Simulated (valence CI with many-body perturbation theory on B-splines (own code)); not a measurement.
The numbers below are computed, except where a source is named.
# Ladder of approximations for Ta60+

Method: valence CI with perturbative core correlation (CI+MBPT): three valence electrons over a frozen Dirac-Fock core [Ne], radial functions for each j: 11 s, 11 p, 9 d, 7 f, 5 g, 2 h, 1 i, with the one-electron correlation potential Σ1, the two-electron term Σ2, the three-electron term Σ3, Breit, model QED; selected CI, second order for the rest (own B-spline code, finite nucleus).

No measured spectrum was set against this ion. As an estimate, large intervals hold to a few tenths of a per cent, small ones and those within an open d or f shell to about a per cent.

Each rung adds one term. CI alone is the Dirac-Coulomb CI over the frozen core; QED comes last and gives the full result, which names the levels. Energies are above (3s^2 3p1/2) J=1/2 on the same rung, in Ry.

Levels are named by their leading jj configuration (3d3/2^4 stands for four electrons in 3d with j = 3/2), which in mixed levels can hold well under half, so a name can repeat and another be missing. Letters in brackets count levels of one name in rising energy.

| Level | CI alone | + Σ1 | + Σ2 | + Σ3 | + Breit | Full |
| --- | --- | --- | --- | --- | --- | --- |
| (3s 3p1/2^2) J=1/2 | 12.093 | 12.073 | 12.068 | 12.069 | 12.363 | 12.039 |
| (3s^2 3p3/2) J=3/2 | 25.299 | 25.313 | 25.320 | 25.320 | 25.015 | 25.041 |
| (3s 3p1/2 3p3/2) J=3/2 [a] | 35.192 | 35.185 | 35.207 | 35.209 | 35.191 | 34.899 |
| (3s 3p1/2 3p3/2) J=5/2 | 36.568 | 36.561 | 36.572 | 36.573 | 36.497 | 36.208 |
| (3s 3p1/2 3p3/2) J=3/2 [b] | 38.096 | 38.089 | 38.086 | 38.087 | 37.988 | 37.741 |
| (3s 3p1/2 3p3/2) J=1/2 | 38.810 | 38.803 | 38.774 | 38.774 | 38.761 | 38.465 |
| (3s^2 3d3/2) J=3/2 | 42.378 | 42.373 | 42.329 | 42.325 | 42.010 | 41.924 |
| (3s^2 3d5/2) J=5/2 | 47.536 | 47.542 | 47.517 | 47.514 | 46.986 | 46.961 |
| (3p1/2^2 3p3/2) J=3/2 | 49.968 | 49.942 | 49.937 | 49.939 | 50.049 | 49.554 |
| (3s 3p1/2 3d3/2) J=3/2 [a] | 50.997 | 50.971 | 50.964 | 50.964 | 50.970 | 50.534 |
| (3s 3p1/2 3d3/2) J=5/2 | 51.947 | 51.922 | 51.916 | 51.916 | 51.782 | 51.427 |
| (3s 3p1/2 3d3/2) J=1/2 | 53.828 | 53.802 | 53.766 | 53.764 | 53.692 | 53.338 |
| (3s 3p1/2 3d3/2) J=3/2 [b] | 54.317 | 54.292 | 54.251 | 54.248 | 54.183 | 53.804 |
| (3s 3p1/2 3d5/2) J=5/2 [a] | 57.716 | 57.702 | 57.690 | 57.688 | 57.445 | 57.106 |
| (3s 3p1/2 3d5/2) J=7/2 | 58.801 | 58.787 | 58.768 | 58.767 | 58.459 | 58.119 |
| (3s 3p1/2 3d5/2) J=5/2 [b] | 59.517 | 59.503 | 59.481 | 59.476 | 59.207 | 58.865 |
| (3s 3p1/2 3d5/2) J=3/2 | 59.842 | 59.827 | 59.789 | 59.786 | 59.582 | 59.224 |
| (3s 3p3/2^2) J=5/2 | 61.417 | 61.423 | 61.439 | 61.440 | 61.089 | 60.825 |
| (3s 3p3/2^2) J=1/2 | 64.083 | 64.090 | 64.085 | 64.085 | 63.781 | 63.515 |

(1) How does the ionisation energy move along the ladder, and which term matters most?

Answers

(1) CI alone 6511.8, + Σ1 6513.0, + Σ2 6512.9, + Σ3 6512.8, + Breit 6503.4, + QED 6503.2 eV. The largest step is Breit, -9.4 eV. NIST lists 6502 ± 10 eV (theoretical).
